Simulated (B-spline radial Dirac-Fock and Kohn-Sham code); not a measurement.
## How the settings move the core levels of Lu

ΔSCF core binding energies without Breit or QED terms, calculated with a radial finite-basis atomic code. Keys: rel is the Hamiltonian (dirac, or spin-free x2c and nr, where L3 and M5 stand for the whole 2p and 3d shells), method is hf or an exchange,correlation pair (spin-unpolarised, also for the hole states), nuc the nuclear model, radius_factor scales its radius, rmax is the box in bohr, h the logarithmic mesh step, order the B-spline order, points the quadrature points per cell, c_factor scales the speed of light, and damp, ndamp, maxit and tol steer the iteration. The run stops when the commutator error falls below 10·tol·max(1, Z/10), or the numerical noise floor, and the energy has settled to about 1e-8 Ha; the virial ratio is −V/T.

Base input:

```json
{"items": [{"Z": 71, "q": 0, "cfg": [[1, 0, 2], [2, 0, 2], [2, 1, 6], [3, 0, 2], [3, 1, 6], [3, 2, 10], [4, 0, 2], [4, 1, 6], [4, 2, 10], [4, 3, 14], [5, 0, 2], [5, 1, 6], [5, 2, 1], [6, 0, 2]], "A": 175, "rrms": 5.37, "do": "settings", "holes": ["K", "L3", "M5"],
  "settings": [{"rel": "dirac", "method": "hf", "nuc": "fermi", "radius_factor": 1.0, "rmax": 45.0, "h": 0.3, "order": 8, "points": 10, "c_factor": 1.0, "maxit": 60, "damp": 0.5, "ndamp": 3, "tol": 1e-08}]}]}
```

The ground state converged in 13 iterations, with total energy -14572.44807 Ha, virial ratio 1.89758 and highest orbital energy -5.03 eV. ΔSCF binding energies: K (1s) 63621.1 eV, L3 (2p3/2) 9275.7 eV, M5 (3d5/2) 1598.5 eV.

Changes from the base run:

| changed setting | Δ total energy (Ha) | Δ K (eV) | Δ L3 (eV) | Δ M5 (eV) | iterations |
| --- | --- | --- | --- | --- | --- |
| method = "wc,pbe" | -5.66800 | +38.86 | -34.80 | -9.98 | 12 |
| nuc = "gauss" | -0.01240 | +0.14 | 0.00 | 0.00 | 13 |
| tol = 0.0001 | 0.00000 | 0.00 | 0.00 | 0.00 | 11 |
| rel = "x2c"; method = "wc,pbe"; damp = 0.8 | +10.12991 | -34.36 | +300.97 | +10.63 | 14 |
| nuc = "gauss" | -0.01240 | +0.14 | 0.00 | 0.00 | 13 |
| order = 6 | +0.00090 | 0.00 | 0.00 | 0.00 | 13 |
| radius_factor = 2.0 | +4.19947 | -46.92 | +0.28 | +0.07 | 13 |
| rel = "x2c"; method = "wc,pbe"; h = 0.4 | +10.14129 | -34.33 | +301.00 | +10.66 | 13 |
| radius_factor = 0.5 | -1.30715 | +14.60 | -0.09 | -0.02 | 13 |
| order = 7 | +0.00017 | 0.00 | 0.00 | 0.00 | 13 |
| method = "b88,lyp" | -7.66222 | +51.85 | -33.87 | -10.02 | 12 |
| rel = "nr"; h = 0.5; order = 7 | ? | ? | ? | ? | ? |
| h = 0.5 | +0.55698 | +0.40 | +0.42 | +0.76 | 15 |
| rel = "nr"; h = 0.5; tol = 0.0001 | +721.03101 | -4712.30 | -35.16 | +36.44 | 9 |

Q: What does the change rel = "nr"; h = 0.5; order = 7 do?

A: The total energy moves by +721.34027 Ha and the binding energies by K -4712.11 eV, L3 -34.98 eV, M5 +36.89 eV; the run takes 11 iterations.
